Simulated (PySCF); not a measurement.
Orbital picture of GaS

r²SCAN at R = 2.077 Å; basis Ga def2-TZVPP, S def2-TZVPP; no relativity; PySCF 2.14. State: ²Σ⁺ (doublet), unpaired electrons σ ↑. Only the outer orbitals are listed, counted within each symmetry.

| spin | orbital | occ. | ε (eV) | on Ga (%) | main shells (%) |
| --- | --- | --- | --- | --- | --- |
| α | 10σ | 1 | -17.35 | 18 | 81 S s |
| α | 11σ | 1 | -10.34 | 60 | 58 Ga s, 32 S p, 8 S s |
| α | 12σ | 1 | -6.91 | 58 | 42 S p, 32 Ga p, 25 Ga s |
| α | 5π | 1 | -6.50 | 17 | 83 S p, 15 Ga p |
| α | 5π | 1 | -6.50 | 17 | 83 S p, 15 Ga p |
| α | 6π | 0 | -2.29 | 86 | 82 Ga p, 12 S p |
| α | 6π | 0 | -2.29 | 86 | 82 Ga p, 12 S p |
| α | 13σ | 0 | 0.89 | 96 | 70 Ga p, 15 Ga d, 11 Ga s |
| β | 10σ | 1 | -16.78 | 19 | 81 S s, 9 Ga s |
| β | 11σ | 1 | -9.50 | 57 | 55 Ga s, 33 S p, 10 S s |
| β | 5π | 1 | -6.35 | 17 | 82 S p, 15 Ga p |
| β | 5π | 1 | -6.35 | 17 | 82 S p, 15 Ga p |
| β | 12σ | 0 | -5.11 | 61 | 39 S p, 32 Ga s, 27 Ga p |
| β | 6π | 0 | -1.78 | 85 | 84 Ga p, 13 S p |
| β | 6π | 0 | -1.78 | 85 | 84 Ga p, 13 S p |

**Question.** Which are the highest filled and the lowest empty level, where do they sit, and how wide is the gap?

**Answer.** Highest filled β 5π at -6.35 eV (in %: 82 S p, 15 Ga p); lowest empty β 12σ at -5.11 eV (in %: 39 S p, 32 Ga s, 27 Ga p); the gap at r²SCAN is 1.24 eV.

The bond order (Mayer) is 2.08 and the ⟨S²⟩ is 0.759. The charge on Ga (Mulliken, basis-dependent) is 0.29, the charge on Ga (Löwdin, basis-dependent) is -0.06 and the dipole moment (positive dipole means Ga(−)S(+)) is -3.26 D.

Spin–orbit coupling is left out. The state is the lowest determinant that a PBE0 search found; another state may lie lower at other levels.
